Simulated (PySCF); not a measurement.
## Name the molecule from its bond curve

A diatomic of charge -1 contains Zn. Its singlet curve at LDA in a double-zeta basis (no relativity, PySCF), in eV from the separated fragments:

R (Å), E (eV) and a bar:
```
    2.884     -0.438 ##
    3.019     -0.446 
    3.153     -0.444 #
    3.253     -0.436 ##
    3.354     -0.426 ####
    3.455     -0.414 #######
    3.589     -0.396 ###########
    3.756     -0.372 ################
    3.958     -0.343 ######################
    4.226     -0.308 ##############################
```

The fit gives ωe = 157 cm⁻¹ and the rotational constant Bₑ = 0.2881 cm⁻¹.

Question: Which atom is the partner?

Answer: The minimum lies at 3.042 Å, so the reduced mass is 16.8576 u Å² cm⁻¹/(Bₑ·Re²) = 6.323 u. With Zn at 63.93 u the partner weighs about 7.0 u: Li. The molecule is LiZn⁻.

Closed-shell solutions of metal pairs were not tested for spin polarisation, which can lower them a little. The highest Kohn–Sham level is positive in this anion. Much of that is self-interaction error, but it also means that the finite basis helps to hold the extra electron.
